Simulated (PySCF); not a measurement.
Species: CH8OSi2.
Bonds: C1–O2, O2–Si3, Si3–Si4. Hydrogens: H5, H6, H7 on C1; H8, H9 on Si3; H10, H11, H12 on Si4.

Method: PBE0-D3(BJ)/def2-SVP geometry optimisation, gas phase (PySCF); density fitting, grid level 1; the optimiser is geomeTRIC in internal coordinates, started from a GFN2-xTB structure with every atom displaced at random (about 0.01 Å).

Step 0: E = -18952.2932 eV
```
atom  x, y, z in Å  |  force x, y, z in eV/Å
C1     -2.1243    0.5676    0.1380   -0.767   1.282  -0.359
O2     -0.7862    0.4906    0.3934    0.089   1.167   0.655
Si3     0.2024   -0.7386    0.0349    1.009  -0.464   0.107
Si4     2.2367    0.0710    0.8646   -0.632  -0.239   0.293
H5     -2.4995    1.5484    0.4984   -0.011  -0.251  -0.058
H6     -2.6982   -0.2043    0.6300   -0.453  -0.698   0.389
H7     -2.3294    0.5310   -0.9396   -0.180  -0.103  -0.307
H8      0.1899   -1.0102   -1.4088    0.148  -0.088  -0.624
H9     -0.2902   -1.9743    0.6693    0.004  -0.485   0.302
H10     2.2131    0.3267    2.3213   -0.214  -0.007   0.320
H11     3.2362   -0.9396    0.6393    0.907  -0.807  -0.202
H12     2.6892    1.3033    0.2433    0.100   0.693  -0.516
```

Question: Estimate the geometry and energy of step 1. (The exact step hangs on the optimiser's Hessian estimate; all steps are aligned on step 0, rigid shifts and turns removed.)

Answer: E = -18952.4968 eV, largest force 0.238 eV/Å
```
atom  x, y, z in Å  |  force x, y, z in eV/Å
C1     -2.2140    0.5930    0.1166    0.173  -0.153   0.059
O2     -0.8415    0.5705    0.4128    0.000  -0.010  -0.001
Si3     0.2229   -0.6741    0.0699   -0.161   0.079   0.005
Si4     2.3161    0.0157    0.8692   -0.035   0.026   0.020
H5     -2.6368    1.5457    0.4649    0.014   0.059   0.029
H6     -2.7629   -0.2250    0.6234    0.052   0.029  -0.040
H7     -2.4049    0.5150   -0.9684    0.002  -0.025  -0.042
H8      0.2599   -0.9400   -1.4068    0.004  -0.019   0.002
H9     -0.2187   -1.9403    0.7440    0.006  -0.016  -0.017
H10     2.2207    0.2539    2.3420    0.015   0.036  -0.001
H11     3.3726   -1.0211    0.6349   -0.081  -0.008  -0.041
H12     2.7263    1.2784    0.1815    0.010   0.002   0.026
```

The energy changes by -0.2037 eV. The first-order estimate −F·Δx gives -0.4617 eV and the mean of the old and new forces, exact on a quadratic surface, -0.2082 eV. The step makes an angle of 66° with the force vector and moves no atom by more than 0.159 Å.

The cost below is that of the whole optimisation. Hardware: Arm Neoverse V2, one thread, shared host. Cost: 19 s wall, 0.42 GiB resident at most.
